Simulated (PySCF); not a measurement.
CH₁₀Si₄.
Bonds: C1–Si2, Si2–Si3, Si3–Si4, Si4–Si5, Si2–Si5. Hydrogens: H6, H7, H8 on C1; H9 on Si2; H10, H11 on Si3; H12, H13 on Si4; H14, H15 on Si5.

Definitions: NICS(0) = −σiso at the ring centroid; NICS(1) = −σiso and NICS(1)zz = −σzz at ±1 Å along the ring normal z. Level: GIAO PBE0/pcSseg-1 (PySCF, non-relativistic, gas phase) on the GFN2-xTB geometry, one conformer.

Ring bond lengths (Å), with Mayer bond orders in brackets: Si2–Si3 2.366 (0.86), Si3–Si4 2.354 (0.86), Si4–Si5 2.355 (0.86), Si5–Si2 2.366 (0.86).

Task: What do the NICS probes read (ppm)?

Result: 
```
           ring                                                type  NICS(0)  NICS(1), two faces  NICS(1)zz, two faces  rms pucker (Å)  centre to ring atoms, mean (Å)
Si2–Si3–Si4–Si5  4-membered ring with 4 Si; formal bonds all single      3.0         -0.2 / -0.5             8.0 / 7.1            0.03                            1.67
```

Task: What can be read from them?

Result: 
- Si2–Si3–Si4–Si5: mean NICS(1)zz 7.6 ppm, deshielded. Si2, Si3, Si4, Si5 have four or more neighbours, so the value isn't read as a sign of a π ring current.

Task: At the first NICS(1) probe listed for ring Si2–Si3–Si4–Si5, 1 Å off the ring, how large is the induced field along the normal in 1 T applied along it?

Result: NICSzz × B0 = 8.0 ppm × 1 T = 8 μT, along the applied field.

Task: What are the shieldings of the ring atoms and their hydrogens in the same run (means over atoms taken as equivalent)?

Result: 
```json
{"atoms": "Si2", "environment": "SiH silicon", "σ isotropic (ppm)": "393.1", "principal values of the symmetric part, first atom (ppm)": "340.0, 397.5, 441.7"}
{"atoms": "Si3 (×2)", "environment": "SiH2 silicon", "σ isotropic (ppm)": "439.9", "principal values of the symmetric part, first atom (ppm)": "391.5, 423.0, 505.4"}
{"atoms": "Si4", "environment": "SiH2 silicon", "σ isotropic (ppm)": "450.4", "principal values of the symmetric part, first atom (ppm)": "408.7, 430.9, 511.6"}
{"atoms": "H9", "environment": "Si–H hydrogen", "σ isotropic (ppm)": "26.83", "principal values of the symmetric part, first atom (ppm)": "23.8, 25.1, 31.7"}
{"atoms": "H10 (×2)", "environment": "Si–H hydrogen", "σ isotropic (ppm)": "27.55", "principal values of the symmetric part, first atom (ppm)": "24.3, 25.2, 33.2"}
{"atoms": "H11 (×2)", "environment": "Si–H hydrogen", "σ isotropic (ppm)": "27.68", "principal values of the symmetric part, first atom (ppm)": "24.3, 25.5, 33.2"}
{"atoms": "H12", "environment": "Si–H hydrogen", "σ isotropic (ppm)": "27.58", "principal values of the symmetric part, first atom (ppm)": "24.5, 25.0, 33.3"}
{"atoms": "H13", "environment": "Si–H hydrogen", "σ isotropic (ppm)": "27.63", "principal values of the symmetric part, first atom (ppm)": "24.3, 25.1, 33.5"}
```
